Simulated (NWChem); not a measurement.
Program: NWChem. System: H$_{3}$Ga, charge 0, spin multiplicity 1, at a geometry optimised with PBE/def2-SVP. The structure started from a generated list of species. Level: TD-B3LYP/def2-SVPD, VWN1-RPA local correlation.

The NWChem input:

```
start mol
memory heap 200 mb stack 900 mb global 1100 mb
geometry units angstroms nocenter noautoz
  Ga     0.000000     0.000000     0.000001
  H      0.000000     0.000000     1.580659
  H      1.368877     0.000000    -0.790348
  H     -1.368877     0.000000    -0.790348
  symmetry group C2v
end
basis spherical
  * library def2-svpd
end
dft
  xc b3lyp
  semidirect memsize 60000000 filesize 0
  iterations 100
end
tddft
  rpa
  nroots 8
  notriplet
  thresh 1e-4
end
task tddft energy
```

Part of the output:

```
             Northwest Computational Chemistry Package (NWChem) 7.3.0
             --------------------------------------------------------

                                NWChem Input Module
                                -------------------

 Scaling coordinates for geometry "geometry" by  1.889725989
 (inverse scale =  0.529177249)

 Turning off AUTOSYM since
 SYMMETRY directive was detected!

                             Geometry "geometry" -> ""
                             -------------------------

 Output coordinates in angstroms (scale by  1.889725989 to convert to a.u.)

  No.       Tag          Charge          X              Y              Z
 ---- ---------------- ---------- -------------- -------------- --------------
    1 Ga                  31.0000     0.00000000     0.00000000     0.00000100
    2 H                    1.0000     0.00000000     0.00000000     1.58065900
    3 H                    1.0000     1.36887700     0.00000000    -0.79034800
    4 H                    1.0000    -1.36887700     0.00000000    -0.79034800

 Effective nuclear repulsion energy (a.u.)      31.7146861136

            Nuclear Dipole moment (a.u.)
            ----------------------------
        X                 Y               Z
 ---------------- ---------------- ----------------
     0.0000000000     0.0000000000    -0.0000113384

      Symmetry information
      --------------------

 Group name             C2v
 Group number             16
 Group order               4
 No. of unique centers     3

      Symmetry unique atoms

     1    2    3


 Summary of "ao basis" -> "" (spherical)
 ------------------------------------------------------------------------------
       Tag                 Description            Shells   Functions and Types
 ---------------- ------------------------------  ------  ---------------------
 *                         def2-svpd                  on all atoms

                                 NWChem DFT Module
                                 -----------------

 Summary of "ao basis" -> "ao basis" (spherical)
 ------------------------------------------------------------------------------
[...]
     Occ.   17  b1  ---  Virt.   22  a1   0.70663 X
  ----------------------------------------------------------------------------
  Root   6 singlet b1             0.312717201 a.u.                8.5095 eV
  ----------------------------------------------------------------------------
     Transition Moments    X -0.14257   Y -0.00000   Z -0.00000
     Transition Moments   XX -0.00005  XY -0.00000  XZ -1.72761
     Transition Moments   YY  0.00000  YZ -0.00000  ZZ  0.00005
     Dipole Oscillator Strength                    0.0042376591
     Electric Quadrupole                           0.0000004860
     Magnetic Dipole                               0.0000000000
     Total Oscillator Strength                     0.0042381452

          sigma_e =   2.8543 Angstrom
          sigma_h =   1.6602 Angstrom
         |d_h->e| =   0.6634 Angstrom
            d_exc =   3.4271 Angstrom
            d_CD1 =   1.8574 Angstrom
            d_CD2 =  -1.5939 Angstrom
            d_CD3 =   4.0905 Angstrom
     Pearson C.C. =  -0.0424

     Occ.   16  a1  ---  Virt.   21  b1  -0.33818 X
     Occ.   17  b1  ---  Virt.   20  a1   0.87230 X
     Occ.   17  b1  ---  Virt.   22  a1  -0.33651 X
     Occ.   17  b1  ---  Virt.   27  a1  -0.06888 X
  ----------------------------------------------------------------------------
  Root   7 singlet a1             0.312722640 a.u.                8.5096 eV
  ----------------------------------------------------------------------------
     Transition Moments    X  0.00000   Y  0.00000   Z -0.14256
     Transition Moments   XX -1.72740  XY -0.00000  XZ  0.00005
     Transition Moments   YY -0.00007  YZ  0.00000  ZZ  1.72782
     Dipole Oscillator Strength                    0.0042370690
     Electric Quadrupole                           0.0000004861
     Magnetic Dipole                               0.0000000000
     Total Oscillator Strength                     0.0042375551

          sigma_e =   2.8543 Angstrom
          sigma_h =   1.6601 Angstrom
         |d_h->e| =   0.6632 Angstrom
            d_exc =   3.4271 Angstrom
            d_CD1 =   1.8574 Angstrom
            d_CD2 =  -1.5940 Angstrom
            d_CD3 =   4.0903 Angstrom
     Pearson C.C. =  -0.0425

     Occ.   16  a1  ---  Virt.   20  a1   0.87219 X
     Occ.   16  a1  ---  Virt.   22  a1   0.33739 X
     Occ.   16  a1  ---  Virt.   27  a1  -0.06886 X
     Occ.   17  b1  ---  Virt.   21  b1  -0.33757 X
  ----------------------------------------------------------------------------
  Root   8 singlet a1             0.323826237 a.u.                8.8118 eV
  ----------------------------------------------------------------------------
     Transition Moments    X -0.00000   Y  0.00001   Z -0.00002
     Transition Moments   XX  0.94113  XY  0.00000  XZ  0.00000
     Transition Moments   YY -0.27166  YZ  0.00000  ZZ  0.94058
     Dipole Oscillator Strength                    0.0000000001
     Electric Quadrupole                           0.0000000886
     Magnetic Dipole                               0.0000000000
     Total Oscillator Strength                     0.0000000887

          sigma_e =   2.8168 Angstrom
          sigma_h =   1.7163 Angstrom
         |d_h->e| =   0.0003 Angstrom
            d_exc =   3.5013 Angstrom
            d_CD1 =   1.1007 Angstrom
            d_CD2 =  -2.2663 Angstrom
            d_CD3 =   3.5016 Angstrom
     Pearson C.C. =  -0.1426

     Occ.   15  a1  ---  Virt.   19  a1  -0.07042 X
     Occ.   16  a1  ---  Virt.   22  a1  -0.70411 X
     Occ.   17  b1  ---  Virt.   21  b1  -0.70401 X

              Target root =      1
          Target symmetry = none
      Ground state energy =  -1926.428147123238
        Excitation energy =      0.185696797766
     Excited state energy =  -1926.242450325473

  stored tddft:energy   -1926.2424503254729

 Task  times  cpu:       32.3s     wall:       32.3s

 Total times  cpu:       32.3s     wall:       32.3s
```
